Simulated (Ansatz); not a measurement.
Relaxation of BClFH$_{5}$Si (9 atoms, charge 0, multiplicity 1), to a largest force component of 0.03 eV/Å in at most 50 steps.

Theory: RKS PBE/6-31G* in Ansatz 0.2.0.

```xyz
9
Properties=species:S:1:pos:R:3
B 0.012 -0.378 0.157
Cl -0.038 -1.334 1.716
F 1.176 -0.241 -0.465
H -1.016 -0.083 -0.379
Si 0.103 2.657 1.007
H 0.723 3.310 2.207
H 0.933 2.912 -0.211
H -1.292 3.157 0.789
H 0.042 1.207 1.286
```

Question: Where does it end, and by what steps?

Answer: The forces met the threshold. The force dipped under the threshold on the way, but the program's further checks kept it going. After 49 steps the energy has fallen by 0.226 eV; H8 moved furthest, 1.59 Å.

```json
{"step": "0", "energy less start (eV)": "0.0000", "largest force component (eV/Å)": "0.797", "accepted": "yes"}
{"step": "2", "energy less start (eV)": "-0.1207", "largest force component (eV/Å)": "0.518", "accepted": "yes"}
{"step": "4", "energy less start (eV)": "-0.1645", "largest force component (eV/Å)": "0.439", "accepted": "yes"}
{"step": "6", "energy less start (eV)": "-0.1901", "largest force component (eV/Å)": "0.050", "accepted": "yes"}
{"step": "8", "energy less start (eV)": "-0.1908", "largest force component (eV/Å)": "0.133", "accepted": "no"}
{"step": "10", "energy less start (eV)": "-0.1916", "largest force component (eV/Å)": "0.042", "accepted": "yes"}
{"step": "12", "energy less start (eV)": "-0.1920", "largest force component (eV/Å)": "0.058", "accepted": "yes"}
{"step": "14", "energy less start (eV)": "-0.1930", "largest force component (eV/Å)": "0.003", "accepted": "yes"}
{"step": "16", "energy less start (eV)": "-0.1913", "largest force component (eV/Å)": "0.161", "accepted": "no"}
{"step": "18", "energy less start (eV)": "-0.1932", "largest force component (eV/Å)": "0.230", "accepted": "no"}
{"step": "20", "energy less start (eV)": "-0.1940", "largest force component (eV/Å)": "0.089", "accepted": "yes"}
{"step": "22", "energy less start (eV)": "-0.1945", "largest force component (eV/Å)": "0.051", "accepted": "yes"}
{"step": "24", "energy less start (eV)": "-0.1948", "largest force component (eV/Å)": "0.044", "accepted": "yes"}
{"step": "26", "energy less start (eV)": "-0.1952", "largest force component (eV/Å)": "0.039", "accepted": "yes"}
{"step": "28", "energy less start (eV)": "-0.1960", "largest force component (eV/Å)": "0.078", "accepted": "yes"}
{"step": "30", "energy less start (eV)": "-0.1965", "largest force component (eV/Å)": "0.105", "accepted": "yes"}
{"step": "32", "energy less start (eV)": "-0.1943", "largest force component (eV/Å)": "0.180", "accepted": "no"}
{"step": "34", "energy less start (eV)": "-0.1988", "largest force component (eV/Å)": "0.107", "accepted": "yes"}
{"step": "36", "energy less start (eV)": "-0.2024", "largest force component (eV/Å)": "0.020", "accepted": "yes"}
{"step": "38", "energy less start (eV)": "-0.2047", "largest force component (eV/Å)": "0.256", "accepted": "yes"}
{"step": "40", "energy less start (eV)": "-0.2108", "largest force component (eV/Å)": "0.075", "accepted": "yes"}
{"step": "42", "energy less start (eV)": "-0.2143", "largest force component (eV/Å)": "0.282", "accepted": "yes"}
{"step": "44", "energy less start (eV)": "-0.2213", "largest force component (eV/Å)": "0.028", "accepted": "yes"}
{"step": "46", "energy less start (eV)": "-0.2229", "largest force component (eV/Å)": "0.120", "accepted": "yes"}
{"step": "48", "energy less start (eV)": "-0.2247", "largest force component (eV/Å)": "0.091", "accepted": "yes"}
{"step": "49", "energy less start (eV)": "-0.2261", "largest force component (eV/Å)": "0.005", "accepted": "yes"}
```

```xyz
9
Properties=species:S:1:pos:R:3
B 0.176 -1.056 0.199
Cl 0.383 -2.405 1.307
F 1.017 -0.030 0.267
H -0.709 -1.061 -0.609
Si -0.042 3.151 0.988
H 1.126 2.905 1.892
H 0.401 3.079 -0.441
H -0.613 4.509 1.265
H -1.096 2.115 1.239
```

Whether the end is a true minimum wasn't checked by a vibrational analysis.

Time of the run: 110 s on 1 thread of AMD EPYC 7R43 64-Core Processor (Zen 3), on a shared host, peak memory 0.17 GiB.
